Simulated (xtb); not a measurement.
C$_{6}$H$_{11}$O (SMILES C[C](C)CC(C)=O), doublet, geometry from GFN2-xTB. Base run: GFN2-xTB (xtb).

xtb was given this input:
```
$ xtb mol.xyz --gfn 2 --uhf 1 --json

# file mol.xyz
18

C     -0.97511288     1.58097870    -0.94203304
C     -0.96231969     0.53522561     0.11085503
C     -1.97227886    -0.54738907     0.09058227
C      0.15344713     0.42274369     1.07514839
C      1.00349514    -0.56158825     0.27571600
C      2.07304886     0.06860748    -0.57898108
O      0.77513768    -1.75479997     0.28390729
H     -1.96906957     2.02875190    -1.00777574
H     -0.25662568     2.37086978    -0.73304793
H     -0.75760249     1.16387695    -1.93176553
H     -2.62178701    -0.47275434    -0.77775111
H     -2.58934883    -0.52972765     0.99332890
H     -1.46799437    -1.52046669     0.07946754
H     -0.16180915    -0.03317521     2.01389098
H      0.67421938     1.36181235     1.24929421
H      1.65956405     0.85865389    -1.19986032
H      2.53323844    -0.68746312    -1.21024054
H      2.83443576     0.50655300     0.06547593
```

The base run was repeated with changes; each row names its change, and settings that it needs were set with it.

```csv
change,ΔE vs base (kcal/mol),dipole (D),G_solv (kcal/mol),SCF cycles
base,0.000,3.47,-,11
etemp = 5000,-2.67,3.49,-,11
alpb = acetone,-8.04,3.97,-8.43,11
etemp = 10000,-22.13,3.58,-,11
gbsa = acetonitrile,-6.83,4.15,-7.51,11
alpb = toluene,-7.09,3.86,-7.30,11
```

ALPB and GBSA are two models with their own fitted parameters for each solvent, which aren't always the measured dielectric constant.
